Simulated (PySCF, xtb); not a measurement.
WO₂FCl, SMILES [O]=[W](=[O])([F])[Cl], multiplicity 1.

Harmonic wavenumbers (cm⁻¹) from GFN2-xTB run with xtb at its own minimum, in rising order: 141, 171, 185, 213, 254, 353, 438, 853, 876.

### Question
What does B3LYP-D3(BJ)/def2-SVP (PySCF) give at its own minimum? (The exact figures need the calculation; the answer reports its results.)

### Answer
144, 179, 240, 242, 353, 423, 711, 1012, 1048. Paired by order, the mean absolute difference is 96 cm⁻¹ and the zero-point energies are 5.0 and 6.2 kcal/mol.
